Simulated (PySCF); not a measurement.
Ligands exchanged one at a time, Ga H-F. Gas-phase values, no solvent. Strings in code marks are SMILES.

Level of theory: PBE0-D3(BJ)/def2-TZVP (PySCF). Excitations are Tamm–Dancoff values on a coarser integration grid. The basis has no diffuse functions, so Rydberg states are missing or too high.

```
species                                     brightest of the four lowest singlets (TDA) (eV)  dipole moment (D)  S1 oscillator strength
------------------------------------------  ------------------------------------------------  -----------------  ----------------------
0 of 3 H replaced by F (`[GaH3]`)                                                          –         (withheld)                       –
1 of 3 H replaced by F (`[GaH2][F]`)                                                    7.60               2.23                   0.000
2 of 3 H replaced by F (`[F][GaH][F]`)                                                  8.34               2.53              (withheld)
3 of 3 H replaced by F (`[F][Ga]([F])[F]`)                                              7.83               0.00                   0.000
```

### Question
Complete the blanks.

### Answer

- 0 of 3 H replaced by F (`[GaH3]`), dipole moment (D): 0.00
- 2 of 3 H replaced by F (`[F][GaH][F]`), S1 oscillator strength: 0.045
